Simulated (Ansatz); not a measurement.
Cl$_{2}$H$_{2}$MoO$_{3}$, SMILES `[O]=[Mo]([OH])([OH])([Cl])[Cl]`. The species carries charge 0 and has multiplicity 1. Mo: def2 effective core potential. Geometry: relaxed with PBE0-D4/def2-TZVP. It is one conformer, not always the lowest.

```xyz
8

O    -1.582   -1.224    0.152
Mo   -0.452   -0.026    0.097
O     1.331   -0.687    0.049
O    -0.177    0.152   -1.724
Cl   -1.507    1.980    0.265
Cl    0.015    0.141    2.371
H     1.741   -0.843    0.906
H     0.631    0.505   -2.115
```

(1) What is the dipole moment at B3LYP/def2-TZVPP? (An estimate is asked.)

(2) And with PBE, r2SCAN, ωB97M-V? (Estimate.)

(3) Give the Mulliken charges with B3LYP, ωB97M-V, r2SCAN in def2-TZVPP. (Estimate.)

## Answers

(1) Ansatz gave: 2.58 D, with components (2.09, 0.62, -1.37) D in this frame, pointing from negative to positive charge.

(2) The calculation gave: PBE 2.60 D, r2SCAN 2.66 D, ωB97M-V 2.58 D.

(3) The calculation gave: 
```
atom  B3LYP  ωB97M-V  r2SCAN
  O1  -0.43    -0.40   -0.43
 Mo2   1.37     1.25    1.37
  O3  -0.46    -0.44   -0.47
  O4  -0.40    -0.38   -0.40
 Cl5  -0.24    -0.20   -0.25
 Cl6  -0.29    -0.25   -0.29
  H7   0.21     0.21    0.23
  H8   0.23     0.22    0.24
```

B3LYP here is the variant with VWN-RPA as its local correlation; programs differ in this.
